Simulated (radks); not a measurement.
Tl50+, configuration [Ar] 3d10 4s2 4p1.

Calculated with a radial shooting solver on a logarithmic mesh with Libxc functionals: Dirac Kohn-Sham, revPBE, spin-unpolarised, spherical densities, point nucleus; open shells fill j = l - 1/2 first.

Energy parts (Ry):
| part | energy |
|---|---|
| total | -36879.8103 |
| kinetic | 43292.7039 |
| electron-nucleus | -86392.3510 |
| Hartree | 6775.8039 |
| exchange-correlation | -555.9671 |

Orbitals (lengths in bohr, moments of r in powers of bohr; r(max) is where P^2 peaks):
| orbital | occ. | eigenvalue (Ry) | r(max) | <1/r> | small-component weight |
|---|---|---|---|---|---|
| 1s1/2 | 2 | -6483.224 | 0.01002 | 99.56 | 9.53e-02 |
| 2s1/2 | 2 | -1314.390 | 0.05828 | 24.61 | 2.20e-02 |
| 2p1/2 | 2 | -1270.184 | 0.04275 | 24.53 | 2.21e-02 |
| 2p3/2 | 4 | -1117.734 | 0.05032 | 19.73 | 1.95e-02 |
| 3s1/2 | 2 | -453.8150 | 0.1627 | 9.195 | 7.65e-03 |
| 3p1/2 | 2 | -434.4491 | 0.1515 | 9.099 | 7.58e-03 |
| 3p3/2 | 4 | -399.1141 | 0.1663 | 7.850 | 6.87e-03 |
| 3d3/2 | 4 | -368.1993 | 0.1288 | 7.731 | 6.72e-03 |
| 3d5/2 | 6 | -360.5339 | 0.1328 | 7.451 | 6.53e-03 |
| 4s1/2 | 2 | -221.3958 | 0.3426 | 4.481 | 3.45e-03 |
| 4p1/2 | 1 | -213.0031 | 0.3370 | 4.410 | 3.39e-03 |
| 4p3/2 | 0 | -200.9798 | 0.3598 | 3.978 | 3.17e-03 |

The highest occupied level is 4p1/2 at -2898.1 eV. Summed over all electrons, <r^2> = 1.010 bohr^2, which gives a Langevin (diamagnetic) susceptibility term of -0.8 x 10^-6 cm^3/mol.
